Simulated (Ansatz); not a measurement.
Program: Ansatz. Geometries: PBE0-D4/def2-TZVP. ΔE: electronic, gas phase. CBS: MP2 limit from def2 TZ/QZ plus the TZ coupled-cluster correction, frozen cores. This one scheme is used for every species. Functionals use def2-TZVPP. One conformer a species, not always the lowest.

`CNB(F)[SiH2]Cl` + `C=CN[SiH2]Cl` → `C=CN([SiH2]Cl)[SiH2]Cl` + `CNBF`  (cleavage of the Si–B bond)

Question: Is it downhill or uphill in electronic energy at CCSD(T)/CBS, and by how much? (An estimate is asked.)

Answer: Computed: Downhill: ΔE = -71.7 kJ/mol.

Question: What do these levels give: r2SCAN, PBE0, MP2/def2-TZVPP, CCSD/def2-TZVPP, CCSD(T)/def2-TZVPP, MP2/CBS(def2)? (Estimate.)

Answer: Ansatz gave: r2SCAN -59.4, PBE0 -51.2, MP2/def2-TZVPP -81.8, CCSD/def2-TZVPP -71.6, CCSD(T)/def2-TZVPP -72.4, MP2/CBS(def2) -81.1 kJ/mol.

Largest T1 diagnostic among the species: 0.012.

The D4 term adds −12.4 kJ/mol with B3LYP and −6.9 kJ/mol with PBE0; it sums over pairs of atoms, weighted by their polarisabilities, and B3LYP, whose exchange is more repulsive, gets the larger term. From PBE to PBE0 (25 % exact exchange), in def2-TZVPP and without D4, ΔE moves by −7.3 kJ/mol.

B3LYP here is the variant with VWN-RPA as its local correlation; programs differ in this.
